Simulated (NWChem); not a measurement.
PbCl cation, singlet; SMILES [Cl][Pb+]

```xyz
2

Pb     0.0000     0.0000    -0.4150
Cl     0.0000     0.0000     1.9743
```
Atoms are numbered in this order, from 1.

Low-valent species are run as closed-shell singlets; no triplet was tried in these runs. Coordinates come from a PBE0/def2-SVP optimisation. def2 effective core potentials on Pb; no spin-orbit coupling.

Task: List the 6 lowest vertical singlet excitations from LRC-wPBEh/def2-SVPD with def2 effective core potentials on Pb, TDA (NWChem).

Result: 
```
state  energy (eV)  oscillator strength  leading excitation (squared amplitude)
-----  -----------  -------------------  --------------------------------------
S1            4.46                0.000                    HOMO−1 → LUMO (0.47)
S2            4.57                0.000                  HOMO−1 → LUMO+1 (0.49)
S3            4.57                0.000                    HOMO−1 → LUMO (0.49)
S4            4.86                0.023                  HOMO−2 → LUMO+1 (0.82)
S5            4.86                0.023                    HOMO−2 → LUMO (0.82)
S6            5.54                0.046                  HOMO−1 → LUMO+1 (0.38)
```
